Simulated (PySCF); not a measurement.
The numbers are results of TPSSh-D3(BJ)/def2-TZVP // CAM-B3LYP-D3(BJ)/def2-TZVP (PySCF), not measurements. Gas-phase values, no solvent. One relaxed conformer stands for a flexible species; it need not be the lowest. Excitations are Tamm–Dancoff values on a coarser integration grid. The basis has no diffuse functions, so Rydberg states are missing or too high.

Reference species (SMILES): `C=C(Cl)C[SiH3]` (Cl–C–C–Si torsion 74°) (neutral, multiplicity 1).

- S1 excitation (TDA) = 6.43 eV
- S1 oscillator strength = 0.006
- T1 excitation (TDA) = 4.16 eV

After one change: the S1 excitation (TDA) decreases by 0.10 eV; the S1 oscillator strength stays essentially unchanged; the T1 excitation (TDA) falls by 0.08 eV.

Problem. Name the change that produced these shifts. The new species is one of these.
A) `C/C(Cl)=C\[SiH3]`
B) `C/C(Cl)=C/[SiH3]`
C) `C/C=C(/[SiH3])Cl`
D) `C/C=C(\[SiH3])Cl`

Solution. C, `C/C=C(/[SiH3])Cl`
